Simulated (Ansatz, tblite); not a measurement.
Removing an electron: the cluster Au2O2⁻. Charge -1, multiplicity 2. Geometry: PBE-D4/def2-TZVPD. Ansatz, gas phase; energy differences of separate SCF runs; the oxidised species is a triplet (the singlet lies 1.29 eV higher at PBE0-D4/def2-TZVPD).

```tsv
atom	x (Å)	y (Å)	z (Å)
Au1	0.841	-2.605	1.569
Au2	-0.015	-0.489	0.383
O3	-0.790	1.231	-0.541
O4	-0.037	1.862	-1.411
```

In the def2 sets Au takes a core potential; there is no spin–orbit coupling. The xTB rows come from tblite. The structure holds 1 bond(s) between oxygen atoms. The structure comes from a short search, and lower isomers may exist.

```json
{"level": "GFN1-xTB", "−HOMO (eV)": "–", "vertical IE (eV)": "8.50", "−LUMO (eV)": "–", "HOMO–LUMO gap (eV)": "–"}
{"level": "GFN2-xTB", "−HOMO (eV)": "–", "vertical IE (eV)": "7.09", "−LUMO (eV)": "–", "HOMO–LUMO gap (eV)": "–"}
{"level": "PBE-D4/def2-TZVPD", "−HOMO (eV)": "0.21", "vertical IE (eV)": "2.93", "−LUMO (eV)": "-0.63", "HOMO–LUMO gap (eV)": "0.85"}
{"level": "r2SCAN-D4/def2-TZVPD", "−HOMO (eV)": "0.31", "vertical IE (eV)": "2.93", "−LUMO (eV)": "-1.11", "HOMO–LUMO gap (eV)": "1.41"}
{"level": "PBE0-D4/def2-TZVPD", "−HOMO (eV)": "1.17", "vertical IE (eV)": "3.01", "−LUMO (eV)": "-2.03", "HOMO–LUMO gap (eV)": "3.20"}
```

  HOMO and LUMO are the levels of the spin that leaves or enters (xTB has no such levels and no spin-polarisation term). Other spin states of the ions may lie lower, which would lower the ionisation energy or raise the affinity. Raw xTB energy differences between charge states are shifted by several eV; the methods need an empirical correction for them.
